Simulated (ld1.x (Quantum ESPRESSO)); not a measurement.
## lutetium (Lu): excitation energies, all-electron against PAW

- Element: Lu (Z = 71)
- Generator: ld1.x (Quantum ESPRESSO) 7.5
- Type: PAW
- Functional: PBE
- Relativity: scalar-relativistic
- Frozen core: [Kr] 4d10
- Valence charge: 25
- Reference configuration: 4f14 5s2 5p6 5d0 6s0 6p0 (charge +3)
- Partial waves: 5s (bound): rcut 1.50, rcutus 1.80 bohr; 6s (bound, empty): rcut 1.50, rcutus 1.80 bohr; 5p (bound): rcut 1.95, rcutus 2.75 bohr; 6p (bound, empty): rcut 1.95, rcutus 2.75 bohr; 5d (bound, empty): rcut 2.25, rcutus 2.90 bohr; 5d channel at -0.05 Ry: rcut 2.25, rcutus 2.90 bohr; 4f (bound): rcut 1.00, rcutus 1.30 bohr; 4f channel at 1.25 Ry: rcut 1.00, rcutus 1.30 bohr
- Local potential: all-electron potential smoothed inside 2.85 bohr (lloc = -1)
- Core correction: a·sin(br)/r model core, default radius (ld1.x builds one for every PAW set, though the input has nlcc=.false.)
- Augmentation charge: PSQ, inside the norm-conserving radii

Energies are relative to the spin-unpolarised reference configuration 4f14 5s2 5p6 5d0 6s0 6p0; without spin polarisation the order of configurations can differ from experiment. Not all tests gave a result: test run stopped at test 5 of 7 (negative rho).

```
   valence configuration  charge  ΔE all-electron (eV)  error AE − PS (meV)
4f14 5s2 5p6 5d1 6s1 6p0      +1               -33.236                 +9.1
4f14 5s2 5p6 5d1 6s0 6p0      +2               -19.957                 -0.1
4f14 5s2 5p6 5d0 6s2 6p0      +1               -35.346                  +27
```

(1) What are ΔE and the potential's error for 4f14 5s2 5p6 5d1 6s2 6p0?

Results:

(1) ΔE = -40.601 eV all-electron; the error (AE − PS) is +16 meV.
